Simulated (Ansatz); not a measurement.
Job for Ansatz (a quantum-chemistry and plane-wave program): U-CCSD(T)/def2-TZVPP on BeS, 2S+1 = 3, a spin state set in the input, which need not be the lowest, a point of a bond scan (R = 1.923 Å).

Ansatz 0.2 input:
```yaml
crystal:
  periodic: [false, false, false]
  atoms:
    - {symbol: Be, position_ang: [0.00000000, 0.00000000, 0.00000000]}
    - {symbol: S, position_ang: [0.00000000, 0.00000000, 1.92285900]}
basis:
  gaussian:
    orbitals: def2-TZVPP
magnetization: {spin_polarized: true, initial_magnetization: 2}
correlation: {method: ccsd_t, electrons: valence}
output: {orbitals: {seedname: ./end}}
```

Question: Give the final energy of this run.

Answer: -412.3750 hartree (reference determinant -412.1535, T1 diagnostic 0.014).
